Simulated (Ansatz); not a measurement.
Input for Ansatz (a program for electronic structure): R-CCSD(T)/cc-pV(D+d)Z on FH3OSi (SMILES O[SiH2]F), a point of a torsion scan. Files ending in .json are basis or fitting sets from the Basis Set Exchange.

Ansatz 0.2 input:
```yaml
crystal:
  periodic: [false, false, false]
  atoms:
    - {symbol: O, position_ang: [1.14055438, -0.04689024, -0.45755402]}
    - {symbol: Si, position_ang: [-0.38166891, -0.03385645, 0.08358221]}
    - {symbol: F, position_ang: [-1.12886915, -1.05740935, -0.88970087]}
    - {symbol: H, position_ang: [1.90203906, 0.10420118, 0.09079810]}
    - {symbol: H, position_ang: [-0.99753213, 1.26087263, -0.13374517]}
    - {symbol: H, position_ang: [-0.49965683, -0.58231564, 1.42328228]}
basis:
  gaussian:
    orbitals: cc-pV_D+d_Z.json
magnetization: {spin_polarized: false}
correlation: {method: ccsd_t, electrons: outside_noble_gas}
scf: {lower_state_search: off}
```

It printed:

```
WARN ansatz: RAYON_NUM_THREADS=1 ignored (pool sized by the plan → 1); use --threads N
Functional definition: HF
these checks for a lower state are left out or cut short: stability, starts, cluster_reference, orbital_swaps, neighbouring_geometries, increment
integrals: 0.04 GiB planned
642 factors; integrals over basis functions are off by at most 1.1e-3 eV
mean field: 0.11 GiB planned
mean field evaluation 1: about -12653.1951 eV, gradient 3.7e1 eV
mean field evaluation 2: about -12653.1982 eV, gradient 3.7e1 eV
mean field evaluation 4: about -12655.8239 eV, gradient 2.0e0 eV
mean field evaluation 8: about -12655.8382 eV, gradient 1.0e-1 eV
mean field -12655.83824120 eV, -465.0934769290 hartree, gradient 3.2e-6 eV, S^2 0.000000; 0 other end points of the search recorded, 0 dependent functions left out
7 core orbitals not correlated
reference -12655.83824120 eV, -465.0934769290 hartree; 10, 10 occupied and 49, 49 virtual orbitals, 642 factors
second order -12.89934506 eV of doubles, -0.00000000 eV of singles
coupled cluster: 0.13 GiB planned
cycle   1  -13.12346664 eV  change   -2.2e-1 eV  update   7.9e-2
cycle   2  -13.42189013 eV  change   -3.0e-1 eV  update   2.2e-2
cycle   3  -13.50078709 eV  change   -7.9e-2 eV  update   1.2e-2
cycle   4  -13.49528828 eV  change    5.5e-3 eV  update   2.3e-3
cycle   5  -13.49445807 eV  change    8.3e-4 eV  update   9.3e-4
cycle   6  -13.49482072 eV  change   -3.6e-4 eV  update   2.7e-4
cycle   7  -13.49471969 eV  change    1.0e-4 eV  update   9.0e-5
cycle   8  -13.49466774 eV  change    5.2e-5 eV  update   2.9e-5
cycle   9  -13.49467121 eV  change   -3.5e-6 eV  update   1.1e-5
perturbative correction -0.22973328 eV, -0.0084425423 hartree
Total energy: -12669.56264569 eV, -465.5978394913 hartree
Checks for a lower state left out: stability, starts, cluster_reference, orbital_swaps, neighbouring_geometries, increment
```

Self-consistency was reached.

Cost: around 1.3 core-seconds (rough).
